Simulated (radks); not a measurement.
Ionisation ladder of lead, from Pb44+ to Pb65+. Each ion is in the ground configuration listed by NIST, and IE = E(next ion) - E(this ion). Method: non-relativistic Kohn-Sham, PBE, spin-polarised, spherical densities, point nucleus; open shells are filled with parallel spins first (spin-orbit coupling, left out, can overturn this in heavy ions); relativity is left out, which matters for an element this heavy; computed with a radial shooting solver on a logarithmic mesh with Libxc functionals.

| species | configuration | E (hartree) | IE, Delta-SCF (eV) | IE, NIST (eV) | kind | error (eV) |
|---|---|---|---|---|---|---|
| Pb44+ | [Kr] 4d2 | -18239.4014 | 2208.7 | 2230 | theory | -21.3 |
| Pb45+ | [Kr] 4d1 | -18158.2341 | 2270.8 | 2292 | theory | -21.2 |
| Pb46+ | [Kr] | -18074.7840 | 2508.7 | 2543 | theory | -34.3 |
| Pb47+ | [Ar] 3d10 4s2 4p5 | -17982.5926 | 2568.0 | 2605 | theory | -37.0 |
| Pb48+ | [Ar] 3d10 4s2 4p4 | -17888.2208 | 2626.7 | 2671 | theory | -44.3 |
| Pb49+ | [Ar] 3d10 4s2 4p3 | -17791.6929 | 2702.8 | 2735 | theory | -32.2 |
| Pb50+ | [Ar] 3d10 4s2 4p2 | -17692.3661 | 2763.4 | 2965 | theory | -201.6 |
| Pb51+ | [Ar] 3d10 4s2 4p1 | -17590.8122 | 2823.3 | 3036 | theory | -212.7 |
| Pb52+ | [Ar] 3d10 4s2 | -17487.0580 | 2979.7 | 3211 | theory | -231.3 |
| Pb53+ | [Ar] 3d10 4s1 | -17377.5563 | 3045.4 | 3282 | semi-emp. | -236.7 |
| Pb54+ | [Ar] 3d10 | -17265.6397 | 5437.6 | 5414 | theory | +23.6 |
| Pb55+ | [Ar] 3d9 | -17065.8100 | 5580.7 | 5555 | theory | +25.7 |
| Pb56+ | [Ar] 3d8 | -16860.7223 | 5724.6 | 5703 | theory | +21.6 |
| Pb57+ | [Ar] 3d7 | -16650.3454 | 5869.2 | 5862 | theory | +7.2 |
| Pb58+ | [Ar] 3d6 | -16434.6548 | 6014.3 | 6015 | theory | -0.7 |
| Pb59+ | [Ar] 3d5 | -16213.6346 | 6202.5 | 6162 | theory | +40.5 |
| Pb60+ | [Ar] 3d4 | -15985.6980 | 6353.2 | 6442 | theory | -88.8 |
| Pb61+ | [Ar] 3d3 | -15752.2220 | 6504.7 | 6597 | theory | -92.3 |
| Pb62+ | [Ar] 3d2 | -15513.1773 | 6656.9 | 6767 | theory | -110.1 |
| Pb63+ | [Ar] 3d1 | -15268.5413 | 6809.4 | 6924 | theory | -114.6 |
| Pb64+ | [Ar] | -15018.3011 | 7225.4 | 7362 | theory | -136.6 |
| Pb65+ | [Ne] 3s2 3p5 | -14752.7738 | 7354.8 | 7500 | theory | -145.2 |

Reference values: NIST Atomic Spectra Database (exp. = measured, semi-emp. = semi-empirical, theory = theoretical value adopted there). The ionisation energy per charge of the ion left behind rises most, in proportion, at Pb54+ ([Ar] 3d10), from 56.396 to 98.866 eV. Relativity is left out here, which matters for elements this heavy. Open shells are spherical and high-spin; term and fine-structure splittings are not resolved.
